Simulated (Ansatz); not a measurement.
`N[CH2][ZnH]` and `N[CH2][SnH3]` differ in one atom or group.

Ansatz, PBE0-D4/def2-TZVP geometries, multiplicity 1. Each molecule was computed in one conformer, which needn't be the lowest.

Elements past krypton have def2 core potentials. Scalar relativity is left out up to krypton.

| property | `N[CH2][ZnH]` |
| --- | --- |
| size of the dipole moment (ωB97M-V/def2-TZVPP) / D | 1.49 |
| HOMO energy (B3LYP/def2-TZVPP) / eV | -6.17 |
| ideal-gas entropy at 298 K and 1 bar (rigid rotor, harmonic PBE0-D4/def2-TZVP) / J/(mol·K) | 296 |
| LUMO energy (PBE/def2-TZVPP) / eV | -1.18 |
| HOMO–LUMO gap (B3LYP/def2-TZVPP) / eV | 5.44 |
| HOMO–LUMO gap (PBE/def2-TZVPP) / eV | 3.84 |

Task: Give the same properties after the change, and the shifts. (An estimate is asked.)

Result: Computed: 
```json
{"property": "size of the dipole moment (ωB97M-V/def2-TZVPP) / D", "`N[CH2][SnH3]`": "1.67", "shift": "0.18"}
{"property": "HOMO energy (B3LYP/def2-TZVPP) / eV", "`N[CH2][SnH3]`": "-6.59", "shift": "-0.42"}
{"property": "ideal-gas entropy at 298 K and 1 bar (rigid rotor, harmonic PBE0-D4/def2-TZVP) / J/(mol·K)", "`N[CH2][SnH3]`": "323", "shift": "27"}
{"property": "LUMO energy (PBE/def2-TZVPP) / eV", "`N[CH2][SnH3]`": "-0.42", "shift": "0.76"}
{"property": "HOMO–LUMO gap (B3LYP/def2-TZVPP) / eV", "`N[CH2][SnH3]`": "6.63", "shift": "1.19"}
{"property": "HOMO–LUMO gap (PBE/def2-TZVPP) / eV", "`N[CH2][SnH3]`": "4.98", "shift": "1.14"}
```

With PBE0 the HOMO falls by 0.43 eV and the LUMO rises by 0.75 eV, so the gap widens by about 1.18 eV. PBE moves the HOMO by -0.37 eV and ωB97M-V by -0.44 eV. The zero-point energy changes by 37.9 kJ/mol with +6 modes. Dipoles are sizes alone; their direction can turn.

B3LYP here is the variant with VWN-RPA as its local correlation; programs differ in this.
